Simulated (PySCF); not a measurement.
H₃OSi, SMILES [O][SiH3], doublet at its B3LYP/def2-SVP optimised geometry (Å):

```
5

O     -1.0717     1.1959     0.0000
Si    -0.4194    -0.3517     0.0000
H      1.0717    -0.3517     0.0000
H     -0.9277    -0.8779    -1.3092
H     -0.9315    -1.1959     1.1172
```

Level of theory: unrestricted B3LYP/def2-TZVP in PySCF. Cells within 0.4 Å of a nucleus heavier than hydrogen are left out (blank, or x).

Map of the HOMO amplitude (α) (bohr^(-3/2)), clipped to [-0.25, 0.25] on the plane z = 0.0 Å; orbital energy -8.98 eV, overall sign arbitrary:

```
|44444455555555555555544444444|
|44444445555555555555544444444|
|44444445555555555555544444444|
|44444444555555555555544444444|
|44444444555555555555544444444|
|44444444555555555555444444444|
|44444444456666555555444444444|
|44444443457876655555444444444|
|444444322xx987655554444444444|
|444443310xxx97655544444444444|
|444443310xxx87655444444444444|
|44444432003666554444444444444|
|44444433223555544444444444444|
|44444443334455443333344444444|
|444444444444xx433222334444444|
|44444444444xxx432101234444444|
|44444555555xxx332111334444444|
|55555555556554433222334444444|
|55555555566655443333344444444|
|55555555556655444444444444444|
|55555555555555544444444444444|
|55555555555555544444444444444|
|55555555555555554444444444444|
|55555555555555554444444444444|
|55555555555555554444444444444|
|55555555555555555444444444444|
|55555555555555555444444444444|
|55555555555555555544444444444|
|55555555555555555544444444444|
```
Scale: ten equal steps from -0.250 (start of '0') to 0.250 (end of '9'), in the order '0123456789'; x runs from -3.50 to 3.50, y from -3.50 (bottom) to 3.50 (top).
